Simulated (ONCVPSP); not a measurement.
# Pseudopotential generation for O (Z = 8): ONCV, PBE, scalar-relativistic.

- Element: O (Z = 8)
- Generator: ONCVPSP 4.0.1
- Type: optimised norm-conserving Vanderbilt (ONCV)
- Functional: PBE
- Relativity: scalar-relativistic
- Frozen core: [He]
- Valence charge: 6
- Reference configuration: 2s2 2p4
- Partial waves: 2s: rc 0.90 bohr, ncon 4, nbas 7, qcut 6.1 1/bohr, 2 projectors, debl 1.2 Ha; 2p: rc 1.25 bohr, ncon 4, nbas 8, qcut 12.1 1/bohr, 2 projectors, debl 1.5 Ha; d scattering state at 0.03 Ha: rc 1.05 bohr, ncon 3, nbas 6, qcut 9.5 1/bohr, 1 projector
- Local potential: polynomial inside 0.60 bohr (lpopt 4, dvloc0 0 Ha)
- Core correction: Teter function, fcfact 4.9, rcfact 1.6

Poles of the logarithmic derivatives, all-electron (AE) and pseudo (PS). s: poles at no energy (AE) and no energy (PS) Ha. p: poles at 1.1 (AE) and 1.1 (PS) Ha. d: poles at no energy (AE) and no energy (PS) Ha. Test radii: s 0.91, p 1.27, d 1.06 bohr.

* Cutoffs needed: 122 Ha and 152 Ha (the cutoffs (Ha) at which the residual kinetic energy of the hardest occupied pseudo-wave falls to 1 and 0.1 mHa per electron)
* Ghost test: no bound ghost flagged; GHOST(+) flags only above 600 eV
* Largest excitation error: +297 meV (all-electron minus pseudo) for 2s2 2p1, out of 4 test configurations
* rms error of d²Exc/dni dnj: 1.73 mHa without and 1.06 mHa with the model core
